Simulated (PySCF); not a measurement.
Compound: C2H9AsGeO.
SMILES with atom numbers: `[CH3:1][CH2:2][O:3][GeH2:4][AsH2:5]` (hydrogens: H6, H7, H8 on C1; H9, H10 on C2; H11, H12 on Ge4; H13, H14 on As5)

Level of theory: PBE0-D3(BJ)/def2-SVP geometry optimisation, gas phase (PySCF 2.14.0).

(1) What internal coordinates does the optimisation give?

## Answers

(1) 
```json
{"bond": "C1–C2", "length (Å)": "1.511", "order": "single"}
{"bond": "C2–O3", "length (Å)": "1.406", "order": "single"}
{"bond": "O3–Ge4", "length (Å)": "1.785", "order": "single"}
{"bond": "Ge4–As5", "length (Å)": "2.409", "order": "single"}
{"bond": "C1–H6, C1–H7, C1–H8", "length (Å)": "1.100", "order": "single"}
{"bond": "C2–H9, C2–H10", "length (Å)": "1.110", "order": "single"}
{"bond": "Ge4–H11, Ge4–H12", "length (Å)": "1.547", "order": "single"}
{"bond": "As5–H13, As5–H14", "length (Å)": "1.527", "order": "single"}
```

Bonds in one row agree within 0.01 Å and their mean is given. Orders are formal, as drawn. A selection of angles:
```json
{"angle": "C2–C1–H6", "degrees": "110.9"}
{"angle": "C2–C1–H7", "degrees": "110.2"}
{"angle": "H6–C1–H7", "degrees": "108.7"}
{"angle": "H7–C1–H8", "degrees": "108.0"}
{"angle": "C1–C2–O3", "degrees": "109.0"}
{"angle": "C1–C2–H9", "degrees": "109.8"}
{"angle": "O3–C2–H9", "degrees": "110.9"}
{"angle": "H9–C2–H10", "degrees": "106.5"}
{"angle": "C2–O3–Ge4", "degrees": "119.8"}
{"angle": "O3–Ge4–As5", "degrees": "103.3"}
{"angle": "O3–Ge4–H11", "degrees": "108.5"}
{"angle": "As5–Ge4–H11", "degrees": "115.3"}
{"angle": "As5–Ge4–H12", "degrees": "110.9"}
{"angle": "H11–Ge4–H12", "degrees": "109.7"}
{"angle": "Ge4–As5–H13", "degrees": "92.0"}
{"angle": "H13–As5–H14", "degrees": "91.9"}
```

Torsions: C1–C2–O3–Ge4 -178° (antiperiplanar); C2–O3–Ge4–As5 178° (antiperiplanar). The mirror-image conformer, all signs reversed, is as good.

As5 (arsenic bonded to Ge and 2 H) is pyramidal (angles 92.0°, 91.9° and 91.0°, sum 274.8°, 0.96 Å off the plane of its three neighbours). Ge4 (germanium bonded to As, O and 2 H) is distorted tetrahedral (angles from 103.3° to 115.3°). The 5 heavy atoms lie in one plane (0.018 Å rms).

No PBE0-D3(BJ)/def2-SVP frequencies stand behind this structure, so it isn't proved a minimum. The numbers are those of one conformer (C1–C2–O3–Ge4 -178°, C2–O3–Ge4–As5 178°, O3–Ge4–As5–H 82° and 174°).

Time: 2.0 min; peak memory 0.71 GiB. Hardware: one thread of an Arm Neoverse V1, shared host. That covers the optimisation of the geometry.
